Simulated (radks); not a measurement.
All-electron atom: Tl+ in [Xe] 4f13 5d10 6p3 (not the ground configuration). All-electron calculation, Dirac Kohn-Sham, PBE, spin-unpolarised, spherical densities, point nucleus; open shells fill j = l - 1/2 first. Program: a radial shooting solver on a logarithmic mesh with Libxc functionals.

Normalised radial functions P(r) = r R(r) (large component), r in bohr:

r            5p3/2    6p3/2
0.0008379   0.0012   0.0004
0.0009833   0.0016   0.0005
0.001145    0.0021   0.0006
0.001333    0.0028   0.0008
0.001551    0.0037   0.0011
0.001806    0.0050   0.0015
0.002119    0.0066   0.0020
0.002467    0.0088   0.0026
0.002872    0.0115   0.0034
0.003344    0.0151   0.0045
0.003893    0.0197   0.0059
0.004532    0.0257   0.0077
0.005318    0.0337   0.0101
0.006192    0.0434   0.0130
0.007208    0.0557   0.0166
0.008391    0.0708   0.0211
0.009769    0.0892   0.0267
0.01146     0.1127   0.0337
0.01335     0.1389   0.0415
0.01554     0.1687   0.0504
0.01809     0.2014   0.0602
0.02106     0.2354   0.0703
0.02471     0.2698   0.0806
0.02877     0.2970   0.0887
0.03349     0.3133   0.0935
0.03899     0.3123   0.0931
0.04539     0.2867   0.0854
0.05326     0.2265   0.0673
0.062       0.1340   0.0396
0.07218     0.0097   0.0024
0.08403    -0.1354  -0.0410
0.09783    -0.2801  -0.0841
0.1139     -0.3940  -0.1178
0.1336     -0.4421  -0.1315
0.1556     -0.3887  -0.1146
0.1811     -0.2276  -0.0654
0.2109      0.0217   0.0099
0.2455      0.3045   0.0942
0.2881      0.5501   0.1655
0.3354      0.6470   0.1897
0.3904      0.5556   0.1551
0.4545      0.2754   0.0632
0.5291     -0.1347  -0.0649
0.6209     -0.5968  -0.1989
0.7228     -0.9530  -0.2842
0.8415     -1.1496  -0.2974
0.9796     -1.1616  -0.2270
1.14       -1.0190  -0.0836
1.338      -0.7746   0.1150
1.558      -0.5272   0.3113
1.814      -0.3174   0.4809
2.112      -0.1679   0.5989
2.458      -0.0773   0.6520
2.862      -0.0304   0.6383
3.358      -0.0094   0.5615
3.91       -0.0025   0.4498
4.551      -0.0005   0.3261
5.299      -0.0001   0.2126
6.168      0.0000   0.1227
7.239      0.0000   0.0590
8.427      0.0000   0.0249
9.81       0.0000   0.0087

5p3/2: eigenvalue -89.172 eV, 3 radial nodes at r = 0.0730, 0.208, 0.505 bohr, <r> = 1.01 bohr, 90 % of the charge inside 1.46 bohr. 6p3/2: eigenvalue -10.523 eV, 4 radial nodes at r = 0.0728, 0.207, 0.491, 1.22 bohr, <r> = 3.02 bohr, 90 % of the charge inside 4.45 bohr.
